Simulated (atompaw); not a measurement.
How hard is this promethium (Pm) PAW (atompaw) potential?

Pm, PAW, made with atompaw 4.2.0.5 (PBE, scalar-relativistic). Core [Kr] 4d10 4f4, reference 5s2 5p6 5d0 6s0 6p0 (charge +3). Waves: 5s (bound); 6s (bound, empty); 5p (bound); 6p (bound, empty); 5d (bound, empty); 5d channel at 0.2 Ry. Local part: bessel scheme, radius 2.35 bohr. Core correction: smooth core density matched at 1.35 bohr. Augmentation charge: sinc compensation charge, radius 2.15 bohr; PAW radius 2.55 bohr; waves and projectors: bloechl.

The pseudo-atom Hamiltonian at the reference potential is diagonalised in spherical Bessel functions j_l(qr) that vanish at 20 bohr, with q² up to the cutoff. All-electron valence levels (Ry): 5s -5.0915, 6s -1.5905, 5p -3.6044, 6p -1.2241, 5d -1.7859.

Question: How do the lowest levels (Ry) of each channel move with the cutoff, and are there ghosts?

Answer:

```csv
cutoff (Ry),s #1,s #2,p #1,p #2,p #3,d #1,f #1,Σ f·Δε (mRy)
8,-5.0440,-1.5871,-3.4691,-1.1799,-0.5989,-1.7152,-0.6913,906.7
10,-5.0747,-1.5901,-3.5405,-1.2027,-0.6072,-1.7529,-0.6928,416.9
12,-5.0860,-1.5905,-3.5771,-1.2151,-0.6117,-1.7721,-0.6933,174.6
15,-5.0898,-1.5905,-3.5980,-1.2224,-0.6143,-1.7807,-0.6934,41.6
21,-5.0914,-1.5905,-3.6037,-1.2240,-0.6149,-1.7855,-0.6934,4.5
25,-5.0915,-1.5905,-3.6043,-1.2241,-0.6150,-1.7857,-0.6934,0.7
30,-5.0915,-1.5905,-3.6044,-1.2241,-0.6150,-1.7858,-0.6934,0.1
35,-5.0915,-1.5905,-3.6044,-1.2241,-0.6150,-1.7858,-0.6934,0.0
400,-5.0915,-1.5905,-3.6044,-1.2241,-0.6150,-1.7858,-0.6934,0.0
```

Result: no extra level below or beside the all-electron valence levels (s, p, d, f tested); 10 mRy is reached at 21 Ry and 1 mRy at 25 Ry.
